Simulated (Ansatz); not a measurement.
C$_{3}$H$_{9}$BO, SMILES `CC(C)BO`. Total charge 0; spin multiplicity 1.

```xyz
14

C    -0.3352   -1.4628   -0.1008
C     0.0277   -0.0355    0.3147
C     1.4774    0.2771   -0.0621
B    -0.9416    0.9898   -0.3826
O    -1.7647    1.8296    0.2879
H    -1.3516   -1.7332    0.1978
H     0.3483   -2.1878    0.3521
H    -0.2682   -1.5802   -1.1863
H    -0.0668    0.0385    1.4085
H     2.1639   -0.4451    0.3908
H     1.7822    1.2750    0.2647
H     1.6160    0.2286   -1.1461
H    -0.9912    1.0690   -1.5815
H    -1.6963    1.7369    1.2430
```

(1) What are the harmonic wavenumbers in cm⁻¹ at PBE0-D4/def2-TZVP (Ansatz, finite differences of forces, unscaled)? (An estimate is asked.)

(2) Is this a minimum?

(3) Give the ideal-gas thermochemistry at 298.15 K and 1 bar (rigid rotor, harmonic oscillator; point group Cs, symmetry number 1).

(4) And at 400, 500, 600, 800 and 1000 K?

Answers

(1) Computed: 40, 212, 219, 258, 298, 315, 469, 695, 814, 905, 924, 924, 982, 988, 1095, 1104, 1175, 1207, 1270, 1322, 1388, 1404, 1427, 1478, 1484, 1497, 1503, 2584, 2994, 3033, 3034, 3103, 3103, 3111, 3112, 3850.

(2) Yes, all 36 modes are real.

(3) Zero-point energy 318.9 kJ/mol; H(298) − E = 339.5 kJ/mol; entropy 337.5 J/(mol·K), of which translation 162.2, rotation 108.9, vibration 66.4; G(298) − E = 238.8 kJ/mol. Modes under 100 cm⁻¹ are hindered rotations or soft bends, so the harmonic entropy is rough.

(4) 
```json
{"T (K)": "400", "H − E (kJ/mol)": "351.8", "S (J/mol/K)": "372.9", "G − E (kJ/mol)": "202.6"}
{"T (K)": "500", "H − E (kJ/mol)": "366.6", "S (J/mol/K)": "405.8", "G − E (kJ/mol)": "163.7"}
{"T (K)": "600", "H − E (kJ/mol)": "383.7", "S (J/mol/K)": "437.0", "G − E (kJ/mol)": "121.5"}
{"T (K)": "800", "H − E (kJ/mol)": "423.6", "S (J/mol/K)": "494.1", "G − E (kJ/mol)": "28.3"}
{"T (K)": "1000", "H − E (kJ/mol)": "469.1", "S (J/mol/K)": "544.8", "G − E (kJ/mol)": "-75.7"}
```
